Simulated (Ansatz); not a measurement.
Br3ClGe, SMILES `[Cl][Ge]([Br])([Br])[Br]`, 5 atoms. Charge 0, multiplicity 1. Correlated methods include outer-core shells of Br, Ge, which these sets cover unevenly. Scalar relativity is left out up to krypton. All runs use 4 threads of an Intel Xeon 6975P-C on a shared host. Correlated methods freeze the cores.

Problem. How many basis functions does each run have, and how long does it take in Ansatz? RKS ωB97M-V/def2-SVP energy; RKS revPBE-D4/def2-TZVPP energy; RKS PBE0-D4/def2-TZVP relaxation (4 steps); RKS PBE-QIDH (frozen core)/def2-TZVPP energy; direct RPA on PBE orbitals/def2-TZVPP energy; RKS ωB97M-V/def2-QZVPP energy; RHF-MP2/def2-TZVPP energy; RKS PBE0-D4/def2-SVP energy; RHF-CCSD(T)/def2-SVP energy; RKS PBE0-D4/def2-TZVP frequencies; RKS PBE0-D4/def2-QZVPP energy; RKS r2SCANh-D4/def2-TZVPP energy. (Estimate.)

Solution. The calculation gave: Other jobs shared the machine, so times are rough.

```json
{"level": "RKS revPBE-D4/def2-TZVPP", "job": "energy", "functions": "234", "wall time": "1.3 s", "peak host memory (GiB)": "0.44"}
{"level": "RKS PBE0-D4/def2-SVP", "job": "energy", "functions": "146", "wall time": "1.6 s", "peak host memory (GiB)": "0.5"}
{"level": "direct RPA on PBE orbitals/def2-TZVPP", "job": "energy", "functions": "234", "wall time": "4.1 s", "peak host memory (GiB)": "0.6"}
{"level": "RHF-MP2/def2-TZVPP", "job": "energy", "functions": "234", "wall time": "4.1 s", "peak host memory (GiB)": "0.82"}
{"level": "RKS ωB97M-V/def2-SVP", "job": "energy", "functions": "146", "wall time": "4.3 s", "peak host memory (GiB)": "0.68"}
{"level": "RKS PBE-QIDH (frozen core)/def2-TZVPP", "job": "energy", "functions": "234", "wall time": "5.5 s", "peak host memory (GiB)": "0.87"}
{"level": "RKS r2SCANh-D4/def2-TZVPP", "job": "energy", "functions": "234", "wall time": "6 s", "peak host memory (GiB)": "1.2"}
{"level": "RKS PBE0-D4/def2-QZVPP", "job": "energy", "functions": "426", "wall time": "11 s", "peak host memory (GiB)": "3.4"}
{"level": "RHF-CCSD(T)/def2-SVP", "job": "energy", "functions": "146", "wall time": "15 s", "peak host memory (GiB)": "0.97"}
{"level": "RKS ωB97M-V/def2-QZVPP", "job": "energy", "functions": "426", "wall time": "19 s", "peak host memory (GiB)": "3.6"}
{"level": "RKS PBE0-D4/def2-TZVP", "job": "relaxation (4 steps)", "functions": "229", "wall time": "26 s", "peak host memory (GiB)": "1.2"}
{"level": "RKS PBE0-D4/def2-TZVP", "job": "frequencies", "functions": "229", "wall time": "2 min", "peak host memory (GiB)": "1.2"}
```
